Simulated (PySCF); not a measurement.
Vibration and rotation of InN

PBE0 constants of InN, ³Σ⁻ (triplet), unpaired electrons π ↑↑ (basis In cc-pVTZ-PP with ECP28, N cc-pVTZ; scalar-relativistic core potentials; PySCF 2.14; masses 114.9039 and 14.0031 u):

| Item | Value |
| --- | --- |
| ωe | 449.9 cm⁻¹ |
| ωexe | 2.65 cm⁻¹ |
| Be | 0.27602 cm⁻¹ |
| αe | 0.00228 cm⁻¹ |
| D (centrifugal) | 4.16e-07 cm⁻¹ |
| De to In + N | 1.85 eV |

Q: Give the vibrational terms G(v) and spacings up to v = 6.

A: G(v) = ωe(v+½) − ωexe(v+½)².

```tsv
v	G(v) (cm⁻¹)	G(v) − G(v−1)	Bv (cm⁻¹)
0	224.3		0.2749
1	668.9	444.6	0.2726
2	1108.2	439.3	0.2703
3	1542.2	434.0	0.2680
4	1970.9	428.7	0.2658
5	2394.3	423.4	0.2635
6	2812.4	418.1	0.2612
```

Q: How well does the Morse estimate ωe²/(4ωexe) reproduce De, and what is D0?

A: It gives 2.37 eV, 128 % of the computed De. D0 = De − G(0) = 1.85 − 0.03 = 1.82 eV.

These are scalar-relativistic numbers at best; spin–orbit coupling would shift them, the dissociation energy most. The state is the lowest determinant that a PBE0 search found; another state may lie lower at other levels.
